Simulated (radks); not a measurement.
Values are calculated unless marked as measured or tabulated.
Q: The chlorine ion Cl+, 16 electrons, occupied as [Ne] 3s2 3p3 4f1 (not the ground configuration). Level of theory: non-relativistic Kohn-Sham, r2SCAN, spin-polarised, spherical densities, point nucleus; open shells are filled with parallel spins first; meta-GGA in the generalised Kohn-Sham scheme (a radial shooting solver on a logarithmic mesh with Libxc functionals). Some entries of the table are withheld. Estimate them.

| orbital | occ. | eigenvalue (eV) | <r^2> (bohr^2) | <1/r> (bohr^-1) |
|---|---|---|---|---|
| 1s up | 1 | -2780.108 | 0.01124 | 16.55 |
| 1s down | 1 | -2779.254 | 0.01123 | 16.55 |
| 2s up | 1 | (1) | 0.2344 | 3.305 |
| 2s down | 1 | (2) | 0.2341 | 3.300 |
| 2p up | 3 | -219.2942 | 0.2056 | (3) |
| 2p down | 3 | -218.3287 | 0.2053 | (4) |
| 3s up | 1 | -44.2088 | 2.390 | 0.9495 |
| 3s down | 1 | -38.7242 | 2.467 | 0.9391 |
| 3p up | 3 | -30.3794 | 2.926 | (5) |
| 4f up | 1 | -2.4315 | 89.18 | 0.1254 |

A: 
(1) 2s up eigenvalue (eV): -280.5316
(2) 2s down eigenvalue (eV): -280.0625
(3) 2p up <1/r> (bohr^-1): 3.206
(4) 2p down <1/r> (bohr^-1): 3.202
(5) 3p up <1/r> (bohr^-1): 0.8468
